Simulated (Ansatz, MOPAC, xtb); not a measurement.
Spectroscopic constants of Pt2, closed-shell singlet (lowest of 2S+1 = 1, 3, 5 at CCSD(T)/def2-TZVPP on PBE0 minima; our sources give no spin for the ground state, which may be another). No spin–orbit coupling.

Seven points along R, fitted to fifth degree in 1/R; most abundant isotopes. In def2 and cc sets the state is the lowest found near the PBE0 minimum, followed along R. The singlet is held restricted. HF and MP2 rows in def2 and cc sets belong to the determinant that coupled cluster picked by its CCSD energy.

Programs: Ansatz (Gaussian basis) for Hartree–Fock, density functionals and correlated methods; MOPAC for PM6 (differences of heats of formation); xtb for the GFN methods. Each number belongs to the level named beside it. In def2 rows elements past Kr take small-core potentials, without spin–orbit coupling.

```csv
level,r_e (Å),ω_e (cm⁻¹),ω_e x_e (cm⁻¹),B_e (cm⁻¹)
PM6,2.233,394,0.60,0.0347
GFN2-xTB,2.302,273,0.46,0.0326
HF/def2-TZVPP,2.318,260,0.37,0.0322
SVWN5/def2-TZVPP,2.297,255,0.45,0.0328
PBE/def2-TZVPP,2.336,236,0.44,0.0317
r2SCAN/def2-TZVPP,2.317,247,0.44,0.0322
B97M-V/def2-TZVPP,2.341,231,0.45,0.0315
B3LYP/def2-TZVPP,2.341,238,0.42,0.0316
PBE0/def2-TZVPP,2.313,250,0.43,0.0323
BHLYP/def2-TZVPP,2.319,252,0.40,0.0322
CAM-B3LYP/def2-TZVPP,2.315,255,0.40,0.0323
wB97X-V/def2-TZVPP,2.301,263,0.38,0.0327
wB97M-V/def2-TZVPP,2.307,260,0.38,0.0325
B2PLYP/def2-TZVPP,2.355,222,0.56,0.0312
MP2/def2-TZVPP,2.321,234,0.64,0.0321
SCS-MP2/def2-TZVPP,2.346,221,0.68,0.0314
CCSD/def2-TZVPP,2.320,251,0.43,0.0321
CCSD(T)/def2-TZVPP,2.347,230,0.51,0.0314
```

Correlated levels freeze the inner cores; with def2 sets outer-core shells near the valence are correlated too. The state that PM6 reach isn't checked.

Doubts at one or more of the structures used: a restricted determinant that unrestricted orbitals would lower (HF/def2-TZVPP, B2PLYP/def2-TZVPP, MP2/def2-TZVPP, SCS-MP2/def2-TZVPP, CCSD/def2-TZVPP, CCSD(T)/def2-TZVPP); other coupled-cluster roots lie near (CCSD/def2-TZVPP, CCSD(T)/def2-TZVPP).

Ansatz is an electronic-structure program.
